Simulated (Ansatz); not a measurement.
A nudged elastic band was laid between two geometries of CH₄GaNSi (8 atoms, charge 0, multiplicity 1).

Level of theory: RKS revPBE/def2-SVP (Ansatz).

| Property | Result |
| --- | --- |
| movable images | 3 |
| climbing image | yes |
| spring | 5.0 eV/Å² |
| optimiser | quadratic models (default) |
| start path | IDPP |
| force threshold | 0.05 eV/Å |
| iteration limit | 60 |
| end points | relaxed |

Image 0:

```xyz
8
Properties=species:S:1:pos:R:3
N 2.017 -0.845 2.138
C 1.407 -0.202 1.363
Si 0.399 0.745 0.100
Ga -1.294 -0.680 -0.949
H 1.382 1.302 -0.895
H -0.228 1.902 0.836
H -2.134 -0.066 -2.148
H -1.550 -2.158 -0.445
```

Image 4:

```xyz
8
Properties=species:S:1:pos:R:3
N 1.012 -0.429 2.718
C 0.873 0.051 1.651
Si 0.564 0.738 -0.068
Ga -1.130 -0.758 -1.024
H 1.891 0.725 -0.779
H 0.125 2.164 0.124
H -2.660 -0.351 -0.973
H -0.673 -2.141 -1.649
```

Which bonds break or form, and what moves?

No bond is made or broken. The dihedral H5–Si3–Ga4–H7 goes from -55 to -147°.

Give the energies along the band, and the barrier.

It converged. The highest image is number 3 of 0 to 4, 0.7 kJ/mol above the first end and 0.1 kJ/mol above the last; the last end lies 0.6 kJ/mol above the first. The top lies less than 8 meV above the higher end, about what the thresholds resolve: that end is a shoulder or a very shallow well. Another band between the same ends (7 images) ends at a top of the same energy, where a vibrational analysis finds 1 clearly imaginary mode. So few images can step over the top or miss a turn of the path.

```
image  path coordinate (Å)  energy (kJ/mol)  dihedral H5–Si3–Ga4–H7 (°)
    0                 0.00              0.0                         -55
    1                 0.67              0.1                         -77
    2                 1.34              0.5                        -100
    3                 2.01              0.7                        -124
    4                 2.68              0.6                        -147
```

What is the geometry of the highest image?


```xyz
8
Properties=species:S:1:pos:R:3:forces:R:3
N 1.184 -0.501 2.684 0.00 0.00 0.00
C 0.962 0.005 1.643 0.01 -0.01 0.01
Si 0.530 0.734 -0.028 -0.02 0.01 -0.02
Ga -1.159 -0.741 -1.028 0.00 0.01 0.01
H 1.813 0.788 -0.815 0.00 0.00 0.00
H 0.063 2.140 0.232 0.01 0.00 0.00
H -2.592 -0.166 -1.391 0.00 -0.01 0.00
H -0.800 -2.260 -1.296 0.01 0.00 0.00
```

The band took 4 iterations and of the order of 30 core-seconds.

The run took 16 s on 2 threads of Intel(R) Xeon(R) Platinum 8488C (Sapphire Rapids), on a shared host, peak memory 0.15 GiB.
